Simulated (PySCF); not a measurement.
# Single point on GeCl⁺

State: ¹Σ⁺ (singlet), closed shell.

An equivalent input (the run itself took its basis sets from the Basis Set Exchange, started from a PBE0 density and held the occupation σ 9α 9β, πx 4α 4β, πy 4α 4β, δx 1α 1β, δy 1α 1β):

```python
from pyscf import gto, scf
mol = gto.M(atom='Ge 0 0 0; Cl 0 0 2.084', basis={'Ge': 'cc-pVDZ-PP', 'Cl': 'cc-pV(D+d)Z'}, ecp={'Ge': 'cc-pVDZ-PP'},
            charge=1, spin=0, verbose=4, symmetry='C2v')
mf = scf.RHF(mol)
mf.irrep_nelec = {'A1': 20, 'A2': 2, 'B1': 8, 'B2': 8}
mf.conv_tol = 1e-9
mf.max_cycle = 60
mf.diis_space = 10
mf.kernel()
```

The log (some set-up lines and the per-cycle HOMO/LUMO lines removed):

```
******** <class 'pyscf.scf.hf_symm.SymAdaptedRHF'> ********
method = SymAdaptedRHF
damping factor = 0
level_shift factor = 0
DIIS = <class 'pyscf.scf.diis.CDIIS'>
diis_start_cycle = 1
diis_space = 10
diis_damp = 0
SCF conv_tol = 1e-09
SCF conv_tol_grad = None
SCF max_cycles = 60
Set gradient conv threshold to 3.16228e-05
init E= -752.633353820761
cycle= 1 E= -752.645947445421  delta_E= -0.0126  |g|= 0.0357  |ddm|= 0.517
cycle= 2 E= -752.646612653309  delta_E= -0.000665  |g|= 0.0114  |ddm|= 0.118
cycle= 3 E= -752.646711225086  delta_E= -9.86e-05  |g|= 0.00594  |ddm|= 0.0396
cycle= 4 E= -752.646735789591  delta_E= -2.46e-05  |g|= 0.00178  |ddm|= 0.0243
cycle= 5 E= -752.646739542032  delta_E= -3.75e-06  |g|= 0.000677  |ddm|= 0.00909
cycle= 6 E= -752.646740035408  delta_E= -4.93e-07  |g|= 0.000107  |ddm|= 0.00422
cycle= 7 E= -752.646740045364  delta_E= -9.96e-09  |g|= 2.12e-05  |ddm|= 0.00056
cycle= 8 E= -752.646740045462  delta_E= -9.87e-11  |g|= 2.65e-06  |ddm|= 4.67e-05
Extra cycle  E= -752.646740045466  delta_E= -3.75e-12  |g|= 8.41e-07  |ddm|= 7.58e-06
converged SCF energy = -752.646740045466
```

Repeating this along the bond gives Re = 2.068 Å and ωe = 514 cm⁻¹.

A point of this curve took 0.039 CPU seconds beside 0.2 for the integrals (shared host).
